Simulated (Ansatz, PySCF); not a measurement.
Ga(F)(OH)(OMe) (CH4FGaO2), SMILES C[O][Ga]([F])[OH].

Coordinates come from a PBE0-D3(BJ)/def2-SVP optimisation. The structure was generated by enumeration; whether it is a known compound was not checked. One conformer was computed; it need not be the lowest.

Vertical ionisation energy (IE) and electron affinity (EA) in eV. Rows of orbital energies are one-electron estimates. Where ΔSCF, EOM or ADC give a negative EA the extra electron is unbound and the value depends on the basis.

```
level                                                                        IE     EA
------------------------------------------------------------------------  -----  -----
−ε(HOMO), −ε(LUMO), r2SCAN/def2-TZVP (PySCF)                                ___    ___
−ε(HOMO), −ε(LUMO), PBE/def2-TZVP (PySCF)                                  6.74   2.22
ΔSCF, CAM-B3LYP/def2-SVPD (Ansatz), final states of multiplicity 2 and 2  10.92  -0.02
ΔSCF, PBE/def2-SVPD (Ansatz), final states of multiplicity 2 and 2        10.31   0.14
```

Some entries are withheld; supply them. (Estimate from the structure and the level; the computed values follow.)


- −ε(HOMO), −ε(LUMO), r2SCAN/def2-TZVP (PySCF), IE: 7.07
- −ε(HOMO), −ε(LUMO), r2SCAN/def2-TZVP (PySCF), EA: 1.88

What vertical singlet–triplet gap does ΔSCF give with CAM-B3LYP/def2-SVPD (Ansatz, a first-principles code) and with PBE/def2-SVPD (Ansatz)? (Estimate from the structure and the level; the computed values follow.)

5.61 and 4.87 eV (triplet above singlet where positive).
